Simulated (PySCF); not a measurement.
## Working out the ionisation energy of As²⁺

As²⁺ [Ar] 3d10 4s2 4p1 (2P) → As³⁺ [Ar] 3d10 4s2 (1S). Computed with PySCF 2.14 in x2c-SVPall, with the spin-free X2C one-electron Hamiltonian (Gaussian nucleus). Frozen: [Ar] 3d10. Energies in hartree (1 hartree = 27.21139 eV):

```json
{"part": "UHF", "As²⁺ (lower)": "-2257.614565", "As³⁺ (upper)": "-2256.604885"}
{"part": "CCSD correlation", "As²⁺ (lower)": "-0.049626", "As³⁺ (upper)": "-0.040378"}
{"part": "(T)", "As²⁺ (lower)": "-0.000450", "As³⁺ (upper)": "0.000000"}
```

Task: What does Hartree-Fock give?

Result: (-2256.604885) − (-2257.614565) = 1.009680 hartree = 27.475 eV.

Task: What do CCSD and CCSD(T) give?

Result: The CCSD correlation energies differ by 0.009248 hartree = 0.252 eV and the triples by 0.000450 hartree = 0.012 eV, so CCSD gives 27.727 eV and CCSD(T) 27.739 eV.

Reference: 28.349 ± 0.012 eV (measured; NIST Atomic Spectra Database, ionization energies), between the lowest levels; spin-orbit coupling is absent from the calculation.

A double-zeta basis recovers only part of the correlation energy.

What remains against the reference includes basis incompleteness, the frozen core and higher excitations.
